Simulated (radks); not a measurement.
Problem. The titanium ion Ti8+, configuration [Ne] 3s2 3p2 (the NIST ground configuration). All-electron calculation, Dirac Kohn-Sham, PBE, spin-unpolarised, spherical densities, finite nucleus; open shells fill j = l - 1/2 first; Fermi nuclear charge, rms radius 3.5921 fm. Program: a radial shooting solver on a logarithmic mesh with Libxc functionals.

Spin-orbit splittings of the eigenvalues, e(l+1/2) - e(l-1/2), with zeta = 2 splitting/(2l+1) and mean radii in bohr:

shell  occ.  splitting (eV)  zeta (eV)  <r> j=l-1/2  <r> j=l+1/2
2p        6               ?          ?       0.2858       0.2885
3p        2          0.9588     0.6392       0.9121       0.9168

Estimate the 2p splitting.

Solution. 5.854 eV (zeta = 3.903 eV).
